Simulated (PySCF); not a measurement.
**Structure from NMR data**

An unknown has the formula C$_{12}$H$_{20}$Si. Its calculated NMR data are:

1H NMR (400 MHz, computed): δ 5.97 (m, 4H), 5.20 (m, 4H), 5.18 (m, 4H), 1.59 (d, 8H).

13C{1H} NMR (computed): δ 143.2 (CH, 4C), 120.7 (CH2, 4C), 20.0 (CH2, 4C).

- geometry: PBE0-D3(BJ)/def2-SVP
- GIAO PBE0/pcSseg-1 shieldings
- code: PySCF 2.14
- rapidly exchanging positions averaged, single conformer, gas phase, relativity neglected

δ = σ(ref) − σ, references computed at the same level: TMS for 1H and 13C.

Deduce the structure.

Answers


1. Rings plus π bonds: 4 (no ring in the answer).
2. 3 carbon signals for 12 carbons: some carbons are equivalent by symmetry or fast rotation.
3. Carbon types of the structure: 4 × CH, 8 × CH2, which accounts for all hydrogens.
4. δC 143.2: alkene CH; as expected for a trigonal carbon in a double bond.
5. δC 120.7: terminal =CH2 carbon; the olefinic region.
6. δC 20.0: allylic sp3 CH2 bonded to Si.
7. δH 5.97: hydrogen on an alkene CH; a vinylic proton, deshielded by the sp2 carbon and the C=C anisotropy.
8. δH 5.20, 5.18: hydrogen on a terminal =CH2 carbon; attached to an sp2 carbon and in the plane of the double bond.
9. δH 1.59: hydrogen on an allylic sp3 CH2 bonded to Si; allylic position.

Structure: tetraallylsilane (SMILES C=CC[Si](CC=C)(CC=C)CC=C).

This is the structure that produced the data.

Shifts are as computed. Against solution values, carbons near 30 ppm lie about +2 ppm off and those near 130 ppm about +5 ppm. Of 1211 compounds with measured shifts, 218 miss one by over three times the rms of a fit or turn the order of signals round; such compounds aren't used in these exercises. Multiplicities follow the n + 1 count of equivalent neighbours, as no J values were calculated; m marks all less simple cases, F and P coupling included.
